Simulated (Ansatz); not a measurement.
Input for Ansatz (development build ahead of 0.2.0):

```yaml
crystal:
  periodic: [false, false, false]
  atoms:
    - { symbol: "N", position_ang: [0.55, 0.0, 3.3] }
    - { symbol: "N", position_ang: [-0.55, 0.0, 3.3] }
    - { symbol: Li, position_ang: [1.34, 0.0, 0.0] }
    - { symbol: Li, position_ang: [-1.34, 0.0, 0.0] }
basis:
  gaussian: { orbitals: "6-31G" }
hamiltonian:
  xc: hf
```

The input is written out in the form of the current development build from the run's settings.

The run gave:

```yaml
Converged: yes
Total_energy: -123.72535 hartree
Spin_squared_of_the_determinant: 0.000
```
